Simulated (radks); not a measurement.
Fractional charge and spin in the 5p shell of neodymium: the spin-up occupation runs from 2 to 3 and the spin-down occupation from 2 to 3; the fullest corner is Nd, [Kr] 4d10 4f(up 2, down 2) 5s2 6s2 5p(up 3, down 3). All-electron calculation, scalar-relativistic Kohn-Sham, LDA (Slater exchange, Perdew-Wang correlation), spin-polarised, spherical densities, point nucleus. Program: a radial shooting solver on a logarithmic mesh with Libxc functionals. Energy (eV) above the fullest corner. The planes named below are the two flat planes that join the four corners, with an edge along up + down = one added electron.

| down \ up | 2 | 2.5 | 3 |
|---|---|---|---|
| 2 | 64.485 | 44.280 | 26.778 |
| 2.5 | 44.280 | 26.955 | 12.194 |
| 3 | 26.778 | 12.194 | 0.000 |

Corners above the fullest one (they belong to Nd+ and the next ion): (up 3, down 2) 26.778 eV, (up 2, down 3) 26.778 eV, (up 2, down 2) 64.485 eV. With half an added electron in each spin the energy lies 0.176 eV from the planes, and with half an added electron in spin up alone -1.351 eV. The planes are only a guide here: the flat-plane condition holds for ground states with one frontier orbital, while this shell lies below other occupied shells, so the corners above the fullest one are inner-hole states and not the ground states of those ions.
